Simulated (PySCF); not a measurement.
Working out the excitation energy of Ge

Ge [Ar] 3d10 4s2 4p2 (3P) → Ge [Ar] 3d10 4s2 4p1 5s1 (3P). Computed with PySCF 2.14 in x2c-TZVPPall with one added diffuse shell each of s, p, d type (7s6p5d1f, 57 functions), with scalar relativity by spin-free X2C-1e. Frozen: [Ar] 3d10. Energies in hartree (1 hartree = 27.21139 eV):

| part | Ge (lower) | Ge (upper) |
| --- | --- | --- |
| UHF | -2097.048582 | -2096.875666 |
| CCSD correlation | -0.063873 | -0.059694 |
| (T) | -0.001760 | -0.001595 |

What does Hartree-Fock give?

(-2096.875666) − (-2097.048582) = 0.172916 hartree = 4.705 eV.

What do CCSD and CCSD(T) give?

The CCSD correlation energies differ by 0.004179 hartree = 0.114 eV and the triples by 0.000165 hartree = 0.004 eV, so CCSD gives 4.819 eV and CCSD(T) 4.823 eV.

Measured between the centres of the two terms (NIST): 4.648 eV, so CCSD(T) (valence) is off by 0.175 eV.

What remains against the reference includes basis incompleteness, the frozen core and higher excitations.
